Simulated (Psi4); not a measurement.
C₃H₇O (SMILES C[C-](C)O), charge -1, singlet, geometry from GFN2-xTB (a gas-phase anion, which may not be bound at this level). Base run: CAM-B3LYP/cc-pVDZ in Psi4.

Here is a job for Psi4.
```
memory 2 GB

molecule mol {
-1 1
  O     0.072437    1.403210   -0.197336
  C    -0.003743    0.039027    0.514568
  H     0.678774    1.903421    0.355744
  C    -1.295482   -0.576668   -0.043471
  C     1.168255   -0.779392   -0.074952
  H    -1.321613   -0.690325   -1.147815
  H     1.156039   -0.896331   -1.179742
  H    -2.156850    0.037738    0.236541
  H     2.129441   -0.318226    0.186784
  H    -1.440571   -1.573077    0.391220
  H     1.161096   -1.786682    0.359086
}

set basis cc-pvdz
set reference rks

energy('cam-b3lyp')
print_variables()
```

Each row names what was changed in the base input (with any setting that the change needs).

| change | E (Eh) | core-seconds (rough) | outcome |
|---|---|---|---|
| base | -193.56702 | 20 | converged |
| functional = m11 | -193.55746 | 30 | converged |
| functional = blyp | -193.57397 | 10 | converged |
| functional = wb97x-v | [?] | 200 | converged |
| functional = bhhlyp | [?] | 10 | converged |
| functional = m06 | -193.53354 | 30 | converged |
| functional = scan | -193.58422 | 40 | converged |
| functional = m06-l | -193.64398 | 40 | converged |
| functional = b97m-v | - | - | cut at the time limit |
| functional = hf (with energy('scf')) | -192.42949 | 4 | converged |
| functional = hse06 | [?] | 30 | converged |
| functional = b2plyp | -193.45897 | 10 | converged |
| functional = dsd-pbep86 | -193.26283 | 9 | converged |

Task: What belongs in the gaps?

Result: 
- functional = wb97x-v, E (Eh): -193.60903
- functional = bhhlyp, E (Eh): -193.54687
- functional = hse06, E (Eh): -193.45801

Total energies compare only within one method and basis.

A gas-phase anion may not be bound at this level; its values then depend on the basis.
